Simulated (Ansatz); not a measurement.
System: C$_{2}$H$_{6}$Cl$_{2}$O$_{2}$Si, charge 0, multiplicity 1. SMILES: CO[Si](Cl)(Cl)OC
Coordinates optimised at B3LYP-D3(BJ)/def2-TZVP (Ansatz, a quantum-chemistry and plane-wave program):
```
Si
O 1 1.6194
C 2 1.4264 1 124.91
H 3 1.0884 2 107.47 1 175.91
H 3 1.0916 4 109.29 2 -120.06
H 3 1.0925 4 109.25 5 -119.34
O 1 1.6194 2 113.56 3 -64.00
C 7 1.4264 1 124.91 2 -64.00
H 8 1.0884 7 107.47 1 175.91
H 8 1.0916 9 109.29 7 -120.06
H 8 1.0925 9 109.25 10 -119.34
Cl 1 2.0424 2 110.77 3 54.65
Cl 1 2.0424 2 105.62 3 174.43
```

Parts of the frozen-core correlation energy in cc-pV(D+d)Z (Ansatz, hartree). Frozen orbitals: 19; correlated occupied orbitals by spin: 22 and 22; virtual: 114 and 114. No spin-orbit coupling. No relativistic terms.

| term | value |
|---|---|
| reference (HF) | -1437.10218 |
| MP2 opposite-spin | -0.75285 |
| MP2 same-spin | -0.26113 |
| CCSD correlation | -1.07887 |
| (T) | -0.02760 |
| T1 diagnostic | 0.010 |
| largest doubles amplitude | 0.018 |
